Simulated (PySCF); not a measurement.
ClF₃HNW, multiplicity 1. Atoms are numbered in the order given.

```xyz
7

W     -0.1762     0.0379     0.0000
N     -0.4528     1.7293     0.0000
H     -0.6171     2.7314     0.0000
F     -0.1428    -0.4138    -1.8195
F     -1.8639    -0.7875     0.0000
F     -0.1428    -0.4138     1.8195
Cl     2.1275    -0.1828     0.0000
```
Charge 0, spin multiplicity 1.

Coordinates come from a B3LYP-D3(BJ)/def2-SVP optimisation. The spin state was assumed, not searched. The structure was generated by enumeration; whether it is a known compound was not checked. The def2 effective core potentials stand for the cores of W; spin–orbit coupling is left out.

Level of theory: PySCF 2.14.0 with TDDFT-ωB97X/def2-SVPD.

Vertical excitations. The molecule is in vacuum. State labels are in the subgroup Cs.

```json
[
 {"state": "S1", "symmetry": "A\"", "energy (eV)": "4.22", "λ (nm)": "294", "f": "0.001", "main pairs": "HOMO→LUMO 95 %"},
 {"state": "S2", "symmetry": "A'", "energy (eV)": "4.53", "λ (nm)": "274", "f": "0.004", "main pairs": "HOMO−2→LUMO 86 %, HOMO−1→LUMO 13 %"},
 {"state": "S3", "symmetry": "A'", "energy (eV)": "5.01", "λ (nm)": "247", "f": "0.027", "main pairs": "HOMO−1→LUMO 77 %, HOMO−2→LUMO 13 %"},
 {"state": "S4", "symmetry": "A\"", "energy (eV)": "5.41", "λ (nm)": "229", "f": "0.004", "main pairs": "HOMO−3→LUMO 88 %"},
 {"state": "S5", "symmetry": "A\"", "energy (eV)": "5.47", "λ (nm)": "227", "f": "0.000", "main pairs": "HOMO−2→LUMO+1 70 %, HOMO→LUMO+2 14 %"},
 {"state": "S6", "symmetry": "A\"", "energy (eV)": "5.84", "λ (nm)": "212", "f": "0.001", "main pairs": "HOMO→LUMO+2 56 %, HOMO−2→LUMO+1 14 %, HOMO−3→LUMO+2 9 %, HOMO−4→LUMO 8 %"},
 {"state": "S7", "symmetry": "A'", "energy (eV)": "5.86", "λ (nm)": "212", "f": "0.032", "main pairs": "HOMO→LUMO+1 47 %, HOMO−2→LUMO+2 30 %"},
 {"state": "S8", "symmetry": "A\"", "energy (eV)": "5.91", "λ (nm)": "210", "f": "0.008", "main pairs": "HOMO−4→LUMO 81 %"},
 {"state": "S9", "symmetry": "A\"", "energy (eV)": "6.28", "λ (nm)": "197", "f": "0.000", "main pairs": "HOMO−1→LUMO+1 88 %"},
 {"state": "S10", "symmetry": "A'", "energy (eV)": "6.58", "λ (nm)": "188", "f": "0.020", "main pairs": "HOMO→LUMO+3 81 %"},
 {"state": "T1", "symmetry": "A\"", "energy (eV)": "4.09", "λ (nm)": "303", "f": "0", "main pairs": "HOMO→LUMO 92 %"},
 {"state": "T2", "symmetry": "A'", "energy (eV)": "4.26", "λ (nm)": "291", "f": "0", "main pairs": "HOMO−1→LUMO 60 %, HOMO−2→LUMO 39 %"},
 {"state": "T3", "symmetry": "A'", "energy (eV)": "4.48", "λ (nm)": "277", "f": "0", "main pairs": "HOMO−2→LUMO 58 %, HOMO−1→LUMO 39 %"},
 {"state": "T4", "symmetry": "A'", "energy (eV)": "4.60", "λ (nm)": "270", "f": "0", "main pairs": "HOMO→LUMO+1 56 %, HOMO−3→LUMO+1 12 %, HOMO−2→LUMO+2 12 %, HOMO−4→LUMO+1 9 %"}
]
```
Triplets are in the Tamm–Dancoff approximation, which puts them higher than full response would, so one can lie above its singlet here.
